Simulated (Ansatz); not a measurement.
Wavefunction ladder for `F[CH]1[O][GeH2]1`

```xyz
7

F    -0.103   -1.986   -0.184
C    -0.392   -0.700   -0.514
O    -1.124   -0.030    0.417
Ge    0.578    0.732    0.327
H    -0.752   -0.671   -1.544
H     0.473    2.185   -0.135
H     1.320    0.469    1.633
```

Charge 0, multiplicity 1. Correlated methods include outer-core shells of Ge, which these sets cover unevenly. Scalar relativity is left out up to krypton. Geometry: relaxed with PBE0-D4/def2-TZVP. Frozen core, restricted reference, Ansatz 0.2.0.

```json
{"basis": "def2-SVP", "HF (Eh)": "-2288.77816", "MP2 corr.": "-0.73616", "CCSD corr.": "-0.75107", "(T)": "-0.02205", "CCSD(T) total": "-2289.55128"}
{"basis": "def2-TZVPP", "HF (Eh)": "-2289.31144", "MP2 corr.": "-0.90761", "CCSD corr.": "-0.91646", "(T)": "-0.03643", "CCSD(T) total": "-2290.26433"}
{"basis": "def2-QZVPP", "HF (Eh)": "-2289.36354", "MP2 corr.": "-1.22540", "CCSD corr.": "–", "(T)": "–", "CCSD(T) total": "–"}
```
